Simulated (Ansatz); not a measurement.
C₅H₈NO, doublet (typed; the unrestricted solution is spin-contaminated), at a GFN2-xTB geometry; CCSD(T)/STO-3G in Ansatz (a program for electronic structure).

Input for Ansatz:
Ansatz 0.2 input:
```yaml
crystal:
  periodic: [false, false, false]
  atoms:
    - {symbol: C, position_ang: [2.06888233, 0.27271601, -0.16396691]}
    - {symbol: N, position_ang: [0.72581799, 0.26398930, -0.04869718]}
    - {symbol: C, position_ang: [-0.07319759, 1.47093508, -0.08537597]}
    - {symbol: C, position_ang: [-1.49412677, 0.96500721, -0.34589374]}
    - {symbol: C, position_ang: [-1.48225820, -0.43381841, 0.26481694]}
    - {symbol: C, position_ang: [-0.03091949, -0.86591666, 0.15995499]}
    - {symbol: O, position_ang: [0.42114034, -1.99147519, 0.25235738]}
    - {symbol: H, position_ang: [2.58101234, -0.66448092, -0.09888963]}
    - {symbol: H, position_ang: [2.57735037, 1.19974183, -0.32614208]}
    - {symbol: H, position_ang: [0.28939264, 2.14734358, -0.86230780]}
    - {symbol: H, position_ang: [-0.00600170, 1.98531643, 0.88125484]}
    - {symbol: H, position_ang: [-2.24705897, 1.61571689, 0.09408095]}
    - {symbol: H, position_ang: [-1.67571076, 0.90227057, -1.41947156]}
    - {symbol: H, position_ang: [-1.76399898, -0.41536987, 1.32065721]}
    - {symbol: H, position_ang: [-2.13511543, -1.14020171, -0.24437276]}
basis:
  gaussian:
    orbitals: STO-3G
magnetization: {spin_polarized: true, initial_magnetization: 1}
correlation: {method: ccsd_t, electrons: outside_noble_gas}
accuracy: high
```

It wrote (shortened):

```
Functional definition: HF
1006 factors; integrals over basis functions are off by at most 2.5e-9 eV
mean field evaluation 1: about -8680.6342 eV, gradient 2.7e1 eV
mean field evaluation 2: about -8681.0638 eV, gradient 2.7e1 eV
mean field evaluation 4: about -8686.5249 eV, gradient 3.2e0 eV
mean field evaluation 8: about -8686.7984 eV, gradient 5.7e-1 eV
mean field evaluation 16: about -8681.0637 eV, gradient 2.7e1 eV
mean field -8686.87434929 eV, -319.2367441617 hartree, gradient 2.5e-8 eV, S^2 0.956159; 0 other end points of the search recorded, 0 dependent functions left out
7 core orbitals not correlated
reference -8686.87434929 eV, -319.2367441617 hartree; 20, 19 occupied and 16, 17 virtual orbitals, 1006 factors
second order -8.89667925 eV of doubles, -0.00000000 eV of singles
cycle   1  -10.38203350 eV  change    -1.5e0 eV  update   1.2e-1
cycle   2  -11.23457520 eV  change   -8.5e-1 eV  update   5.9e-2
cycle   3  -11.50055884 eV  change   -2.7e-1 eV  update   3.3e-2
cycle   4  -11.53519644 eV  change   -3.5e-2 eV  update   1.7e-2
cycle   5  -11.53585996 eV  change   -6.6e-4 eV  update   6.1e-3
cycle   6  -11.54043015 eV  change   -4.6e-3 eV  update   2.6e-3
cycle   7  -11.54244362 eV  change   -2.0e-3 eV  update   1.1e-3
cycle   8  -11.54314812 eV  change   -7.0e-4 eV  update   4.7e-4
cycle   9  -11.54365528 eV  change   -5.1e-4 eV  update   2.3e-4
cycle  10  -11.54364688 eV  change    8.4e-6 eV  update   1.0e-4
cycle  11  -11.54361752 eV  change    2.9e-5 eV  update   5.7e-5
cycle  12  -11.54358661 eV  change    3.1e-5 eV  update   3.1e-5
cycle  13  -11.54358796 eV  change   -1.4e-6 eV  update   1.5e-5
cycle  14  -11.54359159 eV  change   -3.6e-6 eV  update   7.1e-6
cycle  15  -11.54358930 eV  change    2.3e-6 eV  update   2.6e-6
cycle  16  -11.54358601 eV  change    3.3e-6 eV  update   9.7e-7
cycle  17  -11.54358444 eV  change    1.6e-6 eV  update   4.4e-7
cycle  18  -11.54358373 eV  change    7.1e-7 eV  update   2.1e-7
cycle  19  -11.54358353 eV  change    1.9e-7 eV  update   1.0e-7
cycle  20  -11.54358349 eV  change    4.8e-8 eV  update   5.5e-8
cycle  21  -11.54358309 eV  change    4.0e-7 eV  update   1.4e-7
cycle  22  -11.54358294 eV  change    1.5e-7 eV  update   4.6e-8
cycle  23  -11.54358288 eV  change    5.9e-8 eV  update   1.8e-8
cycle  24  -11.54358286 eV  change    2.6e-8 eV  update   9.1e-9
cycle  25  -11.54358285 eV  change    1.0e-8 eV  update   3.9e-9
cycle  26  -11.54358285 eV  change    2.4e-9 eV  update   1.6e-9
perturbative correction -0.21750017 eV, -0.0079929839 hartree
Total energy: -8698.63543231 eV, -319.6689559907 hartree
```
